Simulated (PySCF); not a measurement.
Sm: excitation energy

Sm [Xe] 4f6 6s2 (7F) → Sm [Xe] 4f5 5d1 6s2 (high-spin determinant), as a difference of total energies. Computed with PySCF 2.14 in ANO-RCC-VTZP, with the spin-free X2C one-electron Hamiltonian (Gaussian nucleus). Correlated levels: valence: [Kr] 4d10 frozen; valence and next inner shell: [Ar] 3d10 frozen. The calculations carry no spin-orbit coupling.

```json
{"method": "UHF", "excitation energy (cm⁻¹)": "8707.5"}
{"method": "PBE0", "excitation energy (cm⁻¹)": "21682"}
{"method": "MP2 (valence)", "excitation energy (cm⁻¹)": "22133"}
{"method": "SCS-MP2 (valence)", "excitation energy (cm⁻¹)": "15983"}
{"method": "MP2 (valence and next inner shell)", "excitation energy (cm⁻¹)": "24355"}
{"method": "SCS-MP2 (valence and next inner shell)", "excitation energy (cm⁻¹)": "18257"}
```

A first-order spin-orbit estimate (lowest level to lowest level, LS coupling) adds -0.290 eV.

The determinant of the upper state mixes LS terms, which raises its energy above the lowest term, most at the Hartree-Fock and MP2 levels.
